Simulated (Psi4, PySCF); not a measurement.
Input for Psi4:
```
memory 2 GB

molecule mol {
-1 1
  C     0.068388   -0.343447    1.280013
  N    -0.020316    0.577285    0.030283
  C    -0.014644   -0.232449   -1.156616
  H     0.074469    0.429802    2.123582
  H    -1.001283   -0.749206    1.345617
  H     0.851123    1.116069    0.047208
  H     0.820505   -0.966737   -1.224493
  H     0.018715    0.396171   -2.064198
  H    -0.943784   -0.811711   -1.180078
}

set basis 6-31g*
set reference rhf
set freeze_core true
set mp2_type conv
set scf_type pk
set puream true
set d_convergence 1e-8

energy('ccsd(t)')
print_variables()
```

Q: Convert this to an input for PySCF.

A: One answer among several that fit: 
```python
from pyscf import gto, scf, cc

mol = gto.M(
    atom='''
C     0.06838840   -0.34344719    1.28001260
N    -0.02031578    0.57728452    0.03028326
C    -0.01464409   -0.23244926   -1.15661628
H     0.07446949    0.42980237    2.12358233
H    -1.00128293   -0.74920637    1.34561699
H     0.85112316    1.11606852    0.04720825
H     0.82050456   -0.96673735   -1.22449252
H     0.01871469    0.39617056   -2.06419785
H    -0.94378425   -0.81171072   -1.18007793
''',
    basis='6-31g*',
    charge=-1,
    verbose=4,
)

mf = scf.RHF(mol)
mf.kernel()

mycc = cc.CCSD(mf, frozen=3)
mycc.kernel()
et = mycc.ccsd_t()
print('E(CCSD(T)) = %.10f' % (mycc.e_tot + et))
```

Both were run: Psi4 gave -133.990846 Eh and PySCF -133.990846 Eh, 0.000 mEh apart.
